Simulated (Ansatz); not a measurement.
Job for Ansatz (an electronic-structure program): R-CCSD(T)/aug-cc-pV(D+d)Z on H4OSi (SMILES O[SiH3]). Files ending in .json are basis or fitting sets from the Basis Set Exchange.

Ansatz 0.2 input:
```yaml
crystal:
  periodic: [false, false, false]
  atoms:
    - {symbol: O, position_ang: [0.02734612, 0.87514157, 2.71247127]}
    - {symbol: Si, position_ang: [0.38359732, -0.40437004, 3.68550027]}
    - {symbol: H, position_ang: [0.39177842, 0.86954977, 1.81838776]}
    - {symbol: H, position_ang: [-0.02690331, -1.69112445, 3.06237832]}
    - {symbol: H, position_ang: [-0.37384242, -0.20352305, 4.93766121]}
    - {symbol: H, position_ang: [1.83356710, -0.49506086, 3.98914707]}
basis:
  gaussian:
    orbitals: aug-cc-pV_D+d_Z.json
magnetization: {spin_polarized: false}
correlation: {method: ccsd_t, electrons: outside_noble_gas}
scf: {lower_state_search: off}
```

The head of its log:

```
Functional definition: HF
[...]
these checks for a lower state are left out or cut short: stability, starts, cluster_reference, orbital_swaps, neighbouring_geometries, increment
integrals: 0.10 GiB planned
899 factors; integrals over basis functions are off by at most 8.1e-4 eV
mean field: 0.16 GiB planned
mean field evaluation 1: about -9961.7542 eV, gradient 3.4e1 eV
mean field evaluation 2: about -9961.7541 eV, gradient 3.4e1 eV
mean field evaluation 4: about -9964.1238 eV, gradient 2.3e0 eV
mean field evaluation 8: about -9964.1465 eV, gradient 3.5e-4 eV
mean field -9964.14654845 eV, -366.1756317144 hartree, gradient 2.6e-6 eV, S^2 0.000000; 0 other end points of the search recorded, 0 dependent functions left out
6 core orbitals not correlated
reference -9964.14654845 eV, -366.1756317144 hartree; 7, 7 occupied and 78, 78 virtual orbitals, 899 factors
```

Problem. What total energy does the run end on?

Solution. -366.5289 hartree (reference determinant -366.1756, T1 diagnostic 0.012).
